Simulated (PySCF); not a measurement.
An unknown shows these calculated signals:

¹H NMR (400 MHz, computed): δ 6.86 (d, 1H), 5.65 (d, 1H), 2.35 (s, 3H), 2.11 (s, 3H).

¹³C{¹H} NMR (computed): δ 179.3 (C), 156.2 (C), 152.9 (CH), 122.5 (C), 113.9 (CH), 29.1 (CH3), 24.5 (CH3).

PySCF 2.14.0 with density-fitted response routines calculation with NMR shieldings at PBE0/pcSseg-1/GIAO and geometry from GFN2-xTB; relativity neglected, gas phase, a single conformation, averaged over atoms made equivalent by symmetry, fast rotation or ring inversion.

δ = σ(ref) − σ, references computed at the same level: TMS for ¹H, ¹³C.

Question: Which of these does the molecule contain: an amide, a vinyl group CH=CH2, a C≡C triple bond, a non-aromatic C=C double bond, a nitrile?

Answer: 
- An amide: no.
- A vinyl group CH=CH2: no.
- A C≡C triple bond: no.
- A non-aromatic C=C double bond: yes.
- A nitrile: yes (δC 122.5).

The data belong to SMILES CC(=O)/N=C(C)/C=C\C#N, C$_{7}$H$_{8}$N$_{2}$O; they needn't prove each group on their own.

Carbon signals by region: 1 in the far downfield region (above 160 ppm), 4 in the sp2 and nitrile region (100–160 ppm), 2 below 50 ppm. Above 160 ppm: 179.3, amide carbonyl carbon.

Shifts are as computed. Against solution values, carbons near 30 ppm lie about +3 ppm off and those near 130 ppm about +5 ppm. Of 1211 compounds with measured shifts, 218 miss one by over three times the rms of a fit or turn the order of signals round; such compounds aren't used in these exercises. Multiplicities follow the n + 1 count of equivalent neighbours, as no J values were calculated; m marks all less simple cases, F and P coupling included.
